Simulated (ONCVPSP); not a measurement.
**Before and after: ONCV potential for iodine (I)**

* Element: I (Z = 53)
* Generator: ONCVPSP 4.0.1
* Type: optimised norm-conserving Vanderbilt (ONCV)
* Functional: PBE
* Relativity: scalar-relativistic
* Frozen core: [Ar] 3d10
* Valence charge: 25
* Reference configuration: 4s2 4p6 4d10 5s1.5 5p5.5
* Partial waves: 4s+5s: rc 1.25 bohr, ncon 5, nbas 8, qcut 7.5 1/bohr, 2 projectors; 4p+5p: rc 1.50 bohr, ncon 4, nbas 9, qcut 7.8 1/bohr, 2 projectors; 4d: rc 0.90 bohr, ncon 3, nbas 6, qcut 11.8 1/bohr, 2 projectors, debl 2.3 Ha
* Local potential: polynomial inside 0.70 bohr (lpopt 2, dvloc0 1 Ha)
* Core correction: Teter function, fcfact 5.75, rcfact 1.6

Change: s: qcut 6.5; p: qcut 6.8; d: qcut 10.3.

Cutoffs: the cutoffs (Ha) at which the residual kinetic energy of the hardest occupied pseudo-wave falls to 1 and 0.1 mHa per electron; they do not see the model core or the augmentation charge, which bear on the density cutoff. Errors are all-electron minus pseudo energies relative to the spin-unpolarised reference configuration.

Q: What does the change do?

A: The potential gets harder (92 Ha and 118 Ha → 99 Ha and 142 Ha); the lowest positive-energy flag moves from none to p at 1.2 eV; of the 4 tests that both files solve, the error grows in 4 and shrinks in 0 by more than 15 % and 0.3 meV (median size 5.3 → 16.2 meV); the range in which the p phases agree narrows (upper end at the end of the scan → 0.0); neither file shows a bound ghost.

```csv
quantity,base,changed
"cutoff, loose",92 Ha,99 Ha
"cutoff, tight",118 Ha,142 Ha
loose cutoff by channel,"s 92 Ha, p 26 Ha, d 57 Ha","s 99 Ha, p 24 Ha, d 55 Ha"
bound ghosts,none,none
GHOST(+) flags under 300 eV,none,p at 1.2 eV
"error for 4s2 4p6 4d10 5s2 5p5, meV [ΔE -5.18 eV]",-0.1,-3.3
"error for 4s2 4p6 4d10 5s2 5p4, meV [ΔE 5.95 eV]",-2.8,-11
"error for 4s2 4p6 4d10 5s2 5p3, meV [ΔE 25.79 eV]",-7.9,-21
"error for 4s2 4p6 4d10 5s2 5p2, meV [ΔE 55.12 eV]",-16,-29
s: phases at 1.27 bohr within 0.05 rad from the reference energy up to (Ha; the scan ends near 5),to the end of the scan,to the end of the scan
p: phases at 1.53 bohr within 0.05 rad from the reference energy up to (Ha; the scan ends near 5),to the end of the scan,0.0
d: phases at 0.91 bohr within 0.05 rad from the reference energy up to (Ha; the scan ends near 5),to the end of the scan,to the end of the scan
"rms error of d²Exc/dni dnj with the model core, mHa",3.46,3.60
```
